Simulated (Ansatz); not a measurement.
`C=C[Si](O)(Cl)Cl` + SiH₄ → `O[Si]([SiH3])(Cl)Cl` + `C=C` at 500 K and 1 bar (formal exchange of groups at the Si–C bond).

Isolated molecules relaxed with PBE0-D4/def2-TZVP in Ansatz; ΔE leaves out vibrations. CCSD(T)/CBS adds triple-zeta CCSD(T) − MP2 to the extrapolated MP2 energy (def2 sets, frozen cores). This one scheme is used for every species. One conformer a species, not always the lowest.

| species | CCSD(T)/CBS energy (Eh) | H − E (kJ/mol) | S (J/(mol·K)) |
| --- | --- | --- | --- |
| `C=C[Si](O)(Cl)Cl` | -1362.47327 | 212.2 | 451.8 |
| SiH₄ | -291.46306 | 102.4 | 230.9 |
| `O[Si]([SiH3])(Cl)Cl` | -1575.44956 | 165.8 | 454.7 |
| `C=C` | -78.48111 | 155.1 | 245.3 |

H − E and S are ideal-gas, rigid-rotor, harmonic terms from PBE0-D4/def2-TZVP, for one conformer and one mirror image of each species. 1 Eh = 2625.50 kJ/mol, R = 8.31446 J/(mol·K).

Q: By hand: ΔE, ΔH, ΔS and ΔG.

A: ΔE = (-1575.44956) + (-78.48111) − (-1362.47327) − (-291.46306) = 0.00566 Eh = 14.9 kJ/mol. Δ(H − E) = 165.8 + 155.1 − 212.2 − 102.4 = 6.3, so ΔH = 21.2 kJ/mol. ΔS = 454.7 + 245.3 − 451.8 − 230.9 = 17.3 J/(mol·K). ΔG = 21.2 − 500 × (17.3)/1000 = 12.5 kJ/mol.

Q: By hand: the equilibrium constant, and the temperature at which ΔG would vanish if ΔH and ΔS stayed fixed.

A: log₁₀ K = −ΔG/(RT ln 10) = -1.3. ΔG = 0 at ΔH/ΔS = 1225 K, though so small a ΔS makes that figure unsure.

TΔS isn't small against ΔH here. A doubt of 5 kJ/mol in ΔE shifts log₁₀ K by 0.5 here. Other conformers and mirror images would add mixing entropy, several J/(mol·K) or more a flexible species. These are equilibria of isolated gas molecules and say nothing of rates. Largest T1 diagnostic: 0.011 (customary marks: 0.02 for closed shells, 0.045 for open ones).
